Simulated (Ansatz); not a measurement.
Molecular dynamics of CH₅FOSSi₂

Input:

```yaml
crystal:
  periodic: [false, false, false]
  atoms:
    - { symbol: F, position_ang: [1.605181, 0.168409, 1.227426] }
    - { symbol: C, position_ang: [0.955716, -0.664716, 0.281352] }
    - { symbol: O, position_ang: [-0.233525, -1.179829, 0.937885] }
    - { symbol: Si, position_ang: [-1.536327, 0.105385, 0.961759] }
    - { symbol: S, position_ang: [-1.630581, 0.665742, -1.058514] }
    - { symbol: Si, position_ang: [0.476163, 0.464146, -1.266761] }
    - { symbol: H, position_ang: [1.639855, -1.485893, 0.039672] }
    - { symbol: H, position_ang: [-2.79563, -0.384741, 1.540859] }
    - { symbol: H, position_ang: [-1.105553, 1.141238, 1.985646] }
    - { symbol: H, position_ang: [0.926327, 1.87023, -1.000131] }
    - { symbol: H, position_ang: [0.990272, -0.009434, -2.557507] }
basis:
  gaussian: { orbitals: STO-3G }
hamiltonian:
  xc: r2scan
  dispersion: d4
md:
  timestep: 0.5
  n_steps: 166
  ensemble: nve
  temperature: 700.0
  initial_velocities: maxwell_boltzmann
  seed: 412518
scf:
  lower_state_search: "off"
```

Launched with:

```bash
$ ansatz run input.yaml --threads 1 --pin off --max-ram 2048MiB --backend cpu --events-out ev --progress --plain --runs-dir out
```

It goes on from the last frame of an earlier run, with new velocities.

Output, in part (one step line in 3, the closing report, with atoms numbered from 0):

```
md step     0: t =     0.00 fs  T =   700.0 K  F+E_penalty+E_count = -32087.86152114 eV  E_kin = 0.814338 eV  conserved = -32087.04718315 eV  (14 SCF iters)
md step     3: t =     1.50 fs  T =   661.0 K  F+E_penalty+E_count = -32087.81593210 eV  E_kin = 0.768998 eV  conserved = -32087.04693395 eV  (20 SCF iters)
md step     6: t =     3.00 fs  T =   634.9 K  F+E_penalty+E_count = -32087.78524848 eV  E_kin = 0.738611 eV  conserved = -32087.04663726 eV  (20 SCF iters)
md step     9: t =     4.50 fs  T =   648.7 K  F+E_penalty+E_count = -32087.80185103 eV  E_kin = 0.754705 eV  conserved = -32087.04714568 eV  (20 SCF iters)
md step    12: t =     6.00 fs  T =   659.0 K  F+E_penalty+E_count = -32087.81375865 eV  E_kin = 0.766655 eV  conserved = -32087.04710365 eV  (20 SCF iters)
md step    15: t =     7.50 fs  T =   660.7 K  F+E_penalty+E_count = -32087.81551379 eV  E_kin = 0.768676 eV  conserved = -32087.04683801 eV  (20 SCF iters)
md step    18: t =     9.00 fs  T =   668.5 K  F+E_penalty+E_count = -32087.82492967 eV  E_kin = 0.777635 eV  conserved = -32087.04729420 eV  (20 SCF iters)
md step    21: t =    10.50 fs  T =   647.8 K  F+E_penalty+E_count = -32087.80052484 eV  E_kin = 0.753606 eV  conserved = -32087.04691845 eV  (20 SCF iters)
md step    24: t =    12.00 fs  T =   627.5 K  F+E_penalty+E_count = -32087.77706850 eV  E_kin = 0.730003 eV  conserved = -32087.04706513 eV  (20 SCF iters)
md step    27: t =    13.50 fs  T =   589.1 K  F+E_penalty+E_count = -32087.73305636 eV  E_kin = 0.685279 eV  conserved = -32087.04777697 eV  (20 SCF iters)
md step    30: t =    15.00 fs  T =   481.6 K  F+E_penalty+E_count = -32087.60698745 eV  E_kin = 0.560256 eV  conserved = -32087.04673195 eV  (20 SCF iters)
md step    33: t =    16.50 fs  T =   401.1 K  F+E_penalty+E_count = -32087.51325387 eV  E_kin = 0.466600 eV  conserved = -32087.04665409 eV  (20 SCF iters)
md step    36: t =    18.00 fs  T =   358.9 K  F+E_penalty+E_count = -32087.46508095 eV  E_kin = 0.417475 eV  conserved = -32087.04760585 eV  (20 SCF iters)
md step    39: t =    19.50 fs  T =   272.4 K  F+E_penalty+E_count = -32087.36377925 eV  E_kin = 0.316868 eV  conserved = -32087.04691121 eV  (20 SCF iters)
md step    42: t =    21.00 fs  T =   205.6 K  F+E_penalty+E_count = -32087.28519986 eV  E_kin = 0.239181 eV  conserved = -32087.04601871 eV  (20 SCF iters)
md step    45: t =    22.50 fs  T =   245.9 K  F+E_penalty+E_count = -32087.33270979 eV  E_kin = 0.286024 eV  conserved = -32087.04668597 eV  (21 SCF iters)
md step    48: t =    24.00 fs  T =   326.1 K  F+E_penalty+E_count = -32087.42684482 eV  E_kin = 0.379384 eV  conserved = -32087.04746101 eV  (21 SCF iters)
md step    51: t =    25.50 fs  T =   359.8 K  F+E_penalty+E_count = -32087.46572760 eV  E_kin = 0.418567 eV  conserved = -32087.04716011 eV  (20 SCF iters)
md step    54: t =    27.00 fs  T =   376.6 K  F+E_penalty+E_count = -32087.48463523 eV  E_kin = 0.438125 eV  conserved = -32087.04651021 eV  (20 SCF iters)
md step    57: t =    28.50 fs  T =   447.6 K  F+E_penalty+E_count = -32087.56752873 eV  E_kin = 0.520686 eV  conserved = -32087.04684276 eV  (20 SCF iters)
md step    60: t =    30.00 fs  T =   526.8 K  F+E_penalty+E_count = -32087.66116774 eV  E_kin = 0.612868 eV  conserved = -32087.04829951 eV  (20 SCF iters)
md step    63: t =    31.50 fs  T =   492.4 K  F+E_penalty+E_count = -32087.61979854 eV  E_kin = 0.572835 eV  conserved = -32087.04696345 eV  (20 SCF iters)
md step    66: t =    33.00 fs  T =   462.4 K  F+E_penalty+E_count = -32087.58399083 eV  E_kin = 0.537877 eV  conserved = -32087.04611349 eV  (20 SCF iters)
md step    69: t =    34.50 fs  T =   522.0 K  F+E_penalty+E_count = -32087.65438441 eV  E_kin = 0.607265 eV  conserved = -32087.04711898 eV  (20 SCF iters)
md step    72: t =    36.00 fs  T =   580.0 K  F+E_penalty+E_count = -32087.72188392 eV  E_kin = 0.674754 eV  conserved = -32087.04712952 eV  (20 SCF iters)
md step    75: t =    37.50 fs  T =   617.4 K  F+E_penalty+E_count = -32087.76521911 eV  E_kin = 0.718258 eV  conserved = -32087.04696066 eV  (20 SCF iters)
md step    78: t =    39.00 fs  T =   649.8 K  F+E_penalty+E_count = -32087.80300945 eV  E_kin = 0.755902 eV  conserved = -32087.04710772 eV  (20 SCF iters)
md step    81: t =    40.50 fs  T =   675.2 K  F+E_penalty+E_count = -32087.83229469 eV  E_kin = 0.785469 eV  conserved = -32087.04682537 eV  (20 SCF iters)
md step    84: t =    42.00 fs  T =   715.7 K  F+E_penalty+E_count = -32087.87988902 eV  E_kin = 0.832589 eV  conserved = -32087.04730045 eV  (20 SCF iters)
md step    87: t =    43.50 fs  T =   722.0 K  F+E_penalty+E_count = -32087.88785067 eV  E_kin = 0.839964 eV  conserved = -32087.04788626 eV  (20 SCF iters)
md step    90: t =    45.00 fs  T =   646.4 K  F+E_penalty+E_count = -32087.79876122 eV  E_kin = 0.751996 eV  conserved = -32087.04676529 eV  (20 SCF iters)
md step    93: t =    46.50 fs  T =   589.3 K  F+E_penalty+E_count = -32087.73186270 eV  E_kin = 0.685520 eV  conserved = -32087.04634234 eV  (20 SCF iters)
md step    96: t =    48.00 fs  T =   598.2 K  F+E_penalty+E_count = -32087.74282421 eV  E_kin = 0.695891 eV  conserved = -32087.04693347 eV  (20 SCF iters)
md step    99: t =    49.50 fs  T =   611.1 K  F+E_penalty+E_count = -32087.75830151 eV  E_kin = 0.710913 eV  conserved = -32087.04738848 eV  (20 SCF iters)
md step   102: t =    51.00 fs  T =   572.9 K  F+E_penalty+E_count = -32087.71378706 eV  E_kin = 0.666507 eV  conserved = -32087.04728049 eV  (20 SCF iters)
md step   105: t =    52.50 fs  T =   510.7 K  F+E_penalty+E_count = -32087.64016995 eV  E_kin = 0.594085 eV  conserved = -32087.04608485 eV  (20 SCF iters)
md step   108: t =    54.00 fs  T =   538.0 K  F+E_penalty+E_count = -32087.67252227 eV  E_kin = 0.625845 eV  conserved = -32087.04667723 eV  (20 SCF iters)
md step   111: t =    55.50 fs  T =   590.3 K  F+E_penalty+E_count = -32087.73505931 eV  E_kin = 0.686736 eV  conserved = -32087.04832365 eV  (20 SCF iters)
md step   114: t =    57.00 fs  T =   517.5 K  F+E_penalty+E_count = -32087.64907721 eV  E_kin = 0.602083 eV  conserved = -32087.04699462 eV  (20 SCF iters)
md step   117: t =    58.50 fs  T =   439.3 K  F+E_penalty+E_count = -32087.55688524 eV  E_kin = 0.511074 eV  conserved = -32087.04581143 eV  (20 SCF iters)
md step   120: t =    60.00 fs  T =   471.6 K  F+E_penalty+E_count = -32087.59569538 eV  E_kin = 0.548638 eV  conserved = -32087.04705688 eV  (20 SCF iters)
md step   123: t =    61.50 fs  T =   501.3 K  F+E_penalty+E_count = -32087.63081559 eV  E_kin = 0.583199 eV  conserved = -32087.04761691 eV  (20 SCF iters)
md step   126: t =    63.00 fs  T =   463.7 K  F+E_penalty+E_count = -32087.58634830 eV  E_kin = 0.539455 eV  conserved = -32087.04689309 eV  (19 SCF iters)
md step   129: t =    64.50 fs  T =   427.9 K  F+E_penalty+E_count = -32087.54436224 eV  E_kin = 0.497845 eV  conserved = -32087.04651746 eV  (19 SCF iters)
md step   132: t =    66.00 fs  T =   450.2 K  F+E_penalty+E_count = -32087.57013281 eV  E_kin = 0.523748 eV  conserved = -32087.04638496 eV  (19 SCF iters)
md step   135: t =    67.50 fs  T =   531.4 K  F+E_penalty+E_count = -32087.66568731 eV  E_kin = 0.618245 eV  conserved = -32087.04744275 eV  (19 SCF iters)
md step   138: t =    69.00 fs  T =   569.3 K  F+E_penalty+E_count = -32087.70986201 eV  E_kin = 0.662297 eV  conserved = -32087.04756504 eV  (19 SCF iters)
md step   141: t =    70.50 fs  T =   552.3 K  F+E_penalty+E_count = -32087.68895768 eV  E_kin = 0.642561 eV  conserved = -32087.04639644 eV  (19 SCF iters)
md step   144: t =    72.00 fs  T =   583.8 K  F+E_penalty+E_count = -32087.72586883 eV  E_kin = 0.679145 eV  conserved = -32087.04672409 eV  (19 SCF iters)
md step   147: t =    73.50 fs  T =   644.7 K  F+E_penalty+E_count = -32087.79728802 eV  E_kin = 0.750032 eV  conserved = -32087.04725588 eV  (19 SCF iters)
md step   150: t =    75.00 fs  T =   669.2 K  F+E_penalty+E_count = -32087.82610014 eV  E_kin = 0.778464 eV  conserved = -32087.04763598 eV  (19 SCF iters)
md step   153: t =    76.50 fs  T =   618.9 K  F+E_penalty+E_count = -32087.76707263 eV  E_kin = 0.719961 eV  conserved = -32087.04711202 eV  (19 SCF iters)
md step   156: t =    78.00 fs  T =   559.6 K  F+E_penalty+E_count = -32087.69685592 eV  E_kin = 0.650986 eV  conserved = -32087.04586987 eV  (19 SCF iters)
md step   159: t =    79.50 fs  T =   611.4 K  F+E_penalty+E_count = -32087.75787044 eV  E_kin = 0.711236 eV  conserved = -32087.04663450 eV  (20 SCF iters)
md step   162: t =    81.00 fs  T =   690.8 K  F+E_penalty+E_count = -32087.85200608 eV  E_kin = 0.803584 eV  conserved = -32087.04842222 eV  (20 SCF iters)
md step   165: t =    82.50 fs  T =   631.9 K  F+E_penalty+E_count = -32087.78221285 eV  E_kin = 0.735061 eV  conserved = -32087.04715165 eV  (20 SCF iters)
md step   166: t =    83.00 fs  T =   596.2 K  F+E_penalty+E_count = -32087.73991251 eV  E_kin = 0.693623 eV  conserved = -32087.04628996 eV  (20 SCF iters)
Total energy: -32087.73991892 eV, -1179.2026921691 hartree
Atom 0 at     1.752610     0.101635     1.306721 Å, force    -0.328756     0.244176     0.091188 eV/Å
Atom 1 at     0.971559    -0.576233     0.353068 Å, force    -1.451717     0.868863    -0.185273 eV/Å
Atom 2 at    -0.289524    -1.126471     0.889240 Å, force    -0.128592     0.829575     0.632939 eV/Å
Atom 3 at    -1.606588     0.071622     1.007983 Å, force     1.727454    -1.808391    -2.618933 eV/Å
Atom 4 at    -1.634255     0.683022    -1.065995 Å, force     0.155210     0.448783     0.426125 eV/Å
Atom 5 at     0.492777     0.493660    -1.330725 Å, force    -1.295195    -3.299216     0.362756 eV/Å
Atom 6 at     1.488774    -1.516377     0.122272 Å, force     0.826409    -0.652726    -0.765532 eV/Å
Atom 7 at    -2.771997    -0.723816     1.246558 Å, force    -0.425790     0.039770     0.526449 eV/Å
Atom 8 at    -1.275263     1.035771     1.977563 Å, force    -0.054674     1.012345     0.939825 eV/Å
Atom 9 at     1.024006     1.716239    -1.719224 Å, force     1.044871     1.599766    -0.121145 eV/Å
Atom 10 at     0.722699    -0.454323    -2.463433 Å, force    -0.069221     0.717056     0.711601 eV/Å
Dipole moment:     0.018477     0.172100     0.091530 e Å
```

All steps were run. The conserved energy stayed within 0.13 meV per atom of its start (net change 0.081 meV per atom), so the integration is sound. A run of 0.083 ps of so small a system gives no equilibrium averages. Limits of this set-up: minimal basis.

The same pairs are bonded in the first frame and the last. Pairs count as bonded within 1.25 times the sum of covalent radii (0.12 Å more for H–H).

Last frame:

```xyz
11
Properties=species:S:1:pos:R:3
F 1.753 0.102 1.307
C 0.972 -0.576 0.353
O -0.289 -1.127 0.889
Si -1.607 0.072 1.008
S -1.634 0.683 -1.066
Si 0.493 0.494 -1.331
H 1.489 -1.516 0.122
H -2.772 -0.724 1.247
H -1.275 1.036 1.978
H 1.024 1.716 -1.719
H 0.723 -0.454 -2.463
```

The run took 10 min on 1 thread of Intel(R) Xeon(R) Platinum 8488C (Sapphire Rapids), on a shared host, peak memory 0.12 GiB.
